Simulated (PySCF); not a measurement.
# `C=C[C@@H]([SiH3])[Si@H]([SiH3])P`, C3H13PSi3

Geometry (Å), atoms numbered from 1 in this order:
```xyz
20

C    -1.1772   -1.2185    1.9124
C    -0.9511   -0.1476    1.1703
C    -0.9366   -0.1163   -0.3129
Si   -2.2704    1.0978   -0.9488
Si    0.8478    0.3065   -0.8978
Si    2.2730   -1.4957   -0.4952
P     1.3775    2.2210    0.1629
H    -1.1719   -1.1823    2.9886
H    -1.3877   -2.1781    1.4672
H    -0.7425    0.8053    1.6470
H    -1.1762   -1.1155   -0.6906
H    -3.5647    0.6752   -0.4082
H    -2.2972    1.0237   -2.4115
H    -1.9633    2.4556   -0.5047
H     0.7725    0.6959   -2.3226
H     3.6851   -1.1378   -0.6626
H     2.0070   -2.6115   -1.4059
H     2.1330   -2.0099    0.8702
H     2.6169    2.3346   -0.4391
H     1.9207    1.6083    1.2782
```

Computed with TDDFT CAM-B3LYP/def2-SVPD circular dichroism and optical rotation, one conformer, gas phase in PySCF 2.14.0. Geometry: GFN2-xTB.

The molecule is flexible and this is one conformer; a measurement averages over conformers.

**Question.** Draw the ECD and absorption spectra from the lowest 16 states, each a Gaussian of half-width 0.35 eV at 1/e height.

**Answer.** 
| E (eV) | λ (nm) | Δε (L mol⁻¹ cm⁻¹) | ε (L mol⁻¹ cm⁻¹) |
| --- | --- | --- | --- |
| 5.56 | 223 | -14.40 | 1160 |
| 5.66 | 219 | -29.73 | 2440 |
| 5.76 | 215 | -51.67 | 4380 |
| 5.86 | 211 | -74.90 | 6770 |
| 5.96 | 208 | -88.63 | 9130 |
| 6.06 | 204 | -80.94 | 11000 |
| 6.16 | 201 | -46.14 | 12200 |
| 6.26 | 198 | +9.78 | 13200 |
| 6.36 | 195 | +70.44 | 14300 |
| 6.46 | 192 | +116.78 | 15700 |
| 6.56 | 189 | +136.08 | 17000 |
| 6.66 | 186 | +126.78 | 18100 |
| 6.76 | 183 | +96.67 | 18900 |
| 6.86 | 181 | +56.76 | 19700 |
| 6.96 | 178 | +16.27 | 20600 |
| 7.06 | 176 | -18.06 | 21500 |
| 7.16 | 173 | -40.46 | 22200 |
| 7.26 | 171 | -46.35 | 22300 |
| 7.36 | 168 | -35.25 | 21600 |
| 7.46 | 166 | -12.99 | 19900 |
| 7.56 | 164 | +10.42 | 17200 |

Δε uses R in velocity form, ε uses f in length form. Only the states computed contribute, so the short-wavelength end is incomplete.

The sign of the CD band at 167 nm isn't settled: the length form gives the opposite one.
